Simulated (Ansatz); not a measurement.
```yaml
crystal:
  periodic: [false, false, false]
  atoms:
    - {symbol: Rb, position_ang: [0.333710, -1.163892, -2.481055]}
    - {symbol: Rb, position_ang: [-0.672500, 2.676837, 0.309196]}
    - {symbol: Rb, position_ang: [0.274634, -1.398832, 2.185595]}
basis:
  gaussian: {orbitals: def2-SVP, nuclear_model: gaussian}
total_charge: 2
magnetization: {spin_polarized: true, initial_magnetization: 1}
hamiltonian: {xc: {name: wB97X-V}}
scf: {lower_state_search: full}
```

```sh
$ ansatz run in.yaml --threads 4 --pin off --events-out ev --progress --plain --max-ram 3916MiB
```

It prints (some lines left out):

```
Functional definition: wB97X-V
687 factors; integrals over basis functions are off by at most 1.5e-4 eV
324 factors; integrals over basis functions are off by at most 4.1e-5 eV
mean field evaluation 1: about -1955.2027 eV, gradient 3.0e0 eV
mean field evaluation 2: about -1955.2112 eV, gradient 2.9e0 eV
mean field evaluation 4: about -1955.4252 eV, gradient 4.8e-1 eV
mean field evaluation 8: about -1955.4301 eV, gradient 1.6e-2 eV
mean field evaluation 16: about -1955.4301 eV, gradient 2.1e-5 eV
mean field evaluation 32: about -1887.4450 eV, gradient 6.9e1 eV
mean field evaluation 64: about -1923.2100 eV, gradient 4.7e1 eV
mean field evaluation 96: about -1955.4301 eV, gradient 9.3e-5 eV
mean field evaluation 128: about -1955.4301 eV, gradient 3.3e-3 eV
mean field -1955.43012982 eV, -71.8607318327 hartree, gradient 2.2e-5 eV, S^2 0.750087; 4 other end points of the search recorded, 0 dependent functions left out
reference -1955.43013500 eV, -71.8607320229 hartree; 13, 12 occupied and 59, 60 virtual orbitals, 687 factors
Total energy: -1955.43013500 eV, -71.8607320229 hartree
```

Run time 34 s (4 threads of Arm Neoverse V2 on a shared host), peak host memory 0.56 GiB.

In the def2 sets Rb takes a core potential; there is no spin–orbit coupling.
